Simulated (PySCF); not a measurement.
Isomers of H5NSi2. Gas-phase values, no solvent. Strings in code marks are SMILES.

All values below come from CAM-B3LYP-D3(BJ)/def2-TZVP in PySCF. All candidates: neutral, multiplicity 1. Excitations are Tamm–Dancoff values on a coarser integration grid. The basis has no diffuse functions, so Rydberg states are missing or too high.

The dipole moment comes out as 3.62 D and the LUMO is -0.70 eV. The brightest of the four lowest singlets (TDA) comes out as 4.21 eV.

**Question.** Which member has these values?
A. `[SiH2]=N[SiH3]`
B. `N[SiH]=[SiH2]`
C. `[H]/N=[SiH]\[SiH3]`

**Answer.** B, `N[SiH]=[SiH2]`. The others give `[SiH2]=N[SiH3]`: 3.09 D, -0.98 eV, 5.63 eV; `[H]/N=[SiH]\[SiH3]`: 2.84 D, -0.83 eV, 6.34 eV
